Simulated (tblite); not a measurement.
C4H8BrCl3Si.
Atom-mapped SMILES: `[CH3:1][CH2:2][C@@H:3]([Cl:4])[Si@@:5]([Cl:6])([Br:7])[CH2:8][Cl:9]` (hydrogens: H10, H11, H12 on C1; H13, H14 on C2; H15 on C3; H16, H17 on C8)

Computed with GFN2-xTB (tblite), gas phase: L-BFGS steps from a force-field or distance-geometry start until the largest atomic force falls under 0.01 eV/Å.

Step 2: E = -875.6315 eV
```
atom  x, y, z in Å  |  force x, y, z in eV/Å
C1     -2.6578    0.5250    0.1494    0.027  -0.074   0.095
C2     -1.4201   -0.0152   -0.5701   -0.363   0.345  -0.013
C3     -0.1715    0.2630    0.2350    0.074  -0.369  -0.277
Cl4    -0.3712   -0.6189    1.7937    0.283   0.041   0.150
Si5     1.3681   -0.4505   -0.6392   -0.049  -0.025  -0.094
Cl6     1.0551   -2.3715   -1.2115    0.042   0.238   0.041
Br7     1.9315    0.8018   -2.3840   -0.134  -0.078   0.089
C8      2.7684   -0.3746    0.6300    0.077  -0.048  -0.275
Cl9     3.2225    1.3170    1.0069   -0.033  -0.178   0.024
H10    -3.4060   -0.2545    0.2149   -0.258   0.101  -0.012
H11    -2.4113    0.8373    1.1622   -0.083  -0.007  -0.039
H12    -3.0428    1.3790   -0.3830   -0.297   0.182  -0.040
H13    -1.3350    0.4906   -1.5400    0.080  -0.332   0.030
H14    -1.5347   -1.0950   -0.7013    0.171   0.178  -0.209
H15    -0.0722    1.3220    0.4717   -0.050  -0.015   0.046
H16     3.6344   -0.8816    0.2178    0.268   0.025   0.253
H17     2.4355   -0.8619    1.5375    0.244   0.014   0.232
```

Step 3: E = -875.6590 eV
```
atom  x, y, z in Å  |  force x, y, z in eV/Å
C1     -2.6637    0.5270    0.1515    0.024  -0.021  -0.012
C2     -1.4324   -0.0082   -0.5671   -0.027   0.113  -0.101
C3     -0.1752    0.2592    0.2255    0.163  -0.277  -0.037
Cl4    -0.3629   -0.6191    1.8009    0.267   0.089  -0.012
Si5     1.3719   -0.4549   -0.6488   -0.161   0.114   0.189
Cl6     1.0567   -2.3614   -1.2091    0.008  -0.003  -0.040
Br7     1.9266    0.7981   -2.3792   -0.079   0.024  -0.056
C8      2.7690   -0.3794    0.6256    0.086   0.009  -0.160
Cl9     3.2219    1.3123    1.0078   -0.036  -0.146   0.004
H10    -3.4101   -0.2486    0.2141   -0.351  -0.016   0.010
H11    -2.4137    0.8362    1.1589   -0.060   0.045   0.120
H12    -3.0490    1.3790   -0.3810   -0.315   0.248  -0.059
H13    -1.3315    0.4803   -1.5401    0.004  -0.169  -0.051
H14    -1.5280   -1.0867   -0.7084    0.043   0.074  -0.154
H15    -0.0737    1.3179    0.4727   -0.029  -0.069   0.006
H16     3.6425   -0.8805    0.2255    0.271  -0.011   0.189
H17     2.4447   -0.8593    1.5412    0.193  -0.005   0.164
```

Step 4: E = -875.6770 eV
```
atom  x, y, z in Å  |  force x, y, z in eV/Å
C1     -2.6687    0.5291    0.1521   -0.059   0.031  -0.058
C2     -1.4400   -0.0029   -0.5666    0.163  -0.058  -0.091
C3     -0.1755    0.2534    0.2192    0.104  -0.098   0.129
Cl4    -0.3525   -0.6177    1.8054    0.235   0.091  -0.090
Si5     1.3721   -0.4560   -0.6520   -0.129   0.139   0.272
Cl6     1.0579   -2.3549   -1.2083   -0.013  -0.141  -0.083
Br7     1.9218    0.7962   -2.3771   -0.053   0.078  -0.124
C8      2.7707   -0.3830    0.6209    0.121  -0.020   0.003
Cl9     3.2209    1.3067    1.0085   -0.028  -0.077  -0.007
H10    -3.4189   -0.2448    0.2138   -0.299  -0.006   0.012
H11    -2.4163    0.8363    1.1591   -0.064   0.052   0.129
H12    -3.0585    1.3826   -0.3801   -0.261   0.192  -0.015
H13    -1.3292    0.4710   -1.5417   -0.036  -0.020  -0.128
H14    -1.5230   -1.0795   -0.7158   -0.059  -0.025  -0.108
H15    -0.0752    1.3130    0.4732   -0.006  -0.115  -0.029
H16     3.6528   -0.8800    0.2338    0.221  -0.020   0.131
H17     2.4545   -0.8573    1.5459    0.161  -0.001   0.056
```

Step 5: E = -875.6944 eV
```
atom  x, y, z in Å  |  force x, y, z in eV/Å
C1     -2.6758    0.5321    0.1516   -0.109   0.065  -0.077
C2     -1.4447    0.0012   -0.5676    0.196  -0.160  -0.046
C3     -0.1745    0.2463    0.2154   -0.026   0.082   0.223
Cl4    -0.3372   -0.6147    1.8084    0.178   0.057  -0.107
Si5     1.3704   -0.4548   -0.6505    0.003   0.076   0.224
Cl6     1.0589   -2.3511   -1.2092   -0.022  -0.195  -0.097
Br7     1.9158    0.7957   -2.3773   -0.045   0.092  -0.132
C8      2.7751   -0.3876    0.6169    0.162  -0.058   0.150
Cl9     3.2193    1.2997    1.0091   -0.011   0.022  -0.013
H10    -3.4332   -0.2403    0.2137   -0.167   0.056   0.002
H11    -2.4204    0.8372    1.1612   -0.088   0.031   0.044
H12    -3.0730    1.3894   -0.3790   -0.153   0.070   0.054
H13    -1.3275    0.4612   -1.5461   -0.056   0.114  -0.157
H14    -1.5192   -1.0729   -0.7257   -0.148  -0.123  -0.052
H15    -0.0767    1.3054    0.4730    0.021  -0.091  -0.045
H16     3.6677   -0.8798    0.2450    0.145  -0.023   0.061
H17     2.4680   -0.8551    1.5512    0.118  -0.015  -0.033
```

**Question.** Estimate the geometry and energy of step 6. (The exact step hangs on the optimiser's Hessian estimate; all steps are aligned on step 5, rigid shifts and turns removed.)

**Answer.** E = -875.7069 eV, largest force 0.257 eV/Å
```
atom  x, y, z in Å  |  force x, y, z in eV/Å
C1     -2.6827    0.5351    0.1501   -0.093   0.052  -0.071
C2     -1.4458    0.0023   -0.5694    0.084  -0.157  -0.021
C3     -0.1741    0.2417    0.2162   -0.109   0.142   0.175
Cl4    -0.3220   -0.6113    1.8090    0.114   0.007  -0.058
Si5     1.3694   -0.4526   -0.6454    0.134  -0.023   0.104
Cl6     1.0592   -2.3514   -1.2115   -0.016  -0.146  -0.077
Br7     1.9102    0.7969   -2.3797   -0.054   0.065  -0.080
C8      2.7818   -0.3922    0.6162    0.166  -0.059   0.187
Cl9     3.2179    1.2949    1.0094    0.008   0.097  -0.012
H10    -3.4472   -0.2355    0.2135   -0.041   0.109  -0.016
H11    -2.4254    0.8384    1.1632   -0.108   0.005  -0.055
H12    -3.0871    1.3960   -0.3773   -0.051  -0.030   0.091
H13    -1.3272    0.4555   -1.5520   -0.054   0.165  -0.096
H14    -1.5190   -1.0704   -0.7343   -0.185  -0.154  -0.003
H15    -0.0775    1.2985    0.4722    0.034   0.005  -0.031
H16     3.6818   -0.8800    0.2548    0.092  -0.026   0.006
H17     2.4805   -0.8540    1.5551    0.079  -0.049  -0.042
```

The energy changes by -0.0124 eV. The first-order estimate −F·Δx gives -0.0177 eV and the mean of the old and new forces, exact on a quadratic surface, -0.0125 eV. The step makes an angle of 55° with the force vector and moves no atom by more than 0.017 Å.

The cost below is that of the whole relaxation. The run took 1.6 s on one thread of an Arm Neoverse V1, on a shared host.
